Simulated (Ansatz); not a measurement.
Calculated with Ansatz (gas phase, PBE0-D4/def2-TZVP geometries, no zero-point term in ΔE). CCSD(T)/CBS adds triple-zeta CCSD(T) − MP2 to the extrapolated MP2 energy (def2 sets, frozen cores). def2 core potentials past Kr. For In outer-core shells are correlated without core-valence functions, which leaves a few kJ/mol of doubt a bond. One conformer a species, not always the lowest.

Reaction (ligand exchange at the Si–O bond): `O[Si](Cl)(Cl)O[SiH3]` + `[OH][In]([SH])[Cl]` → `[SiH3][O][In]([SH])[Cl]` + `O[Si](O)(Cl)Cl`

```tsv
species	MP2/def2-QZVPP energy (Eh)
`O[Si](Cl)(Cl)O[SiH3]`	-1650.54981
`[OH][In]([SH])[Cl]`	-1123.60356
`[SiH3][O][In]([SH])[Cl]`	-1413.89145
`O[Si](O)(Cl)Cl`	-1360.26009
```

(1) Work out ΔE.

Largest T1 diagnostic among the species: 0.015.

## Answers

(1) ΔE = (-1413.89145) + (-1360.26009) − (-1650.54981) − (-1123.60356) = 0.00183 Eh = +0.05 eV. CCSD(T)/CBS gives +0.05 eV.
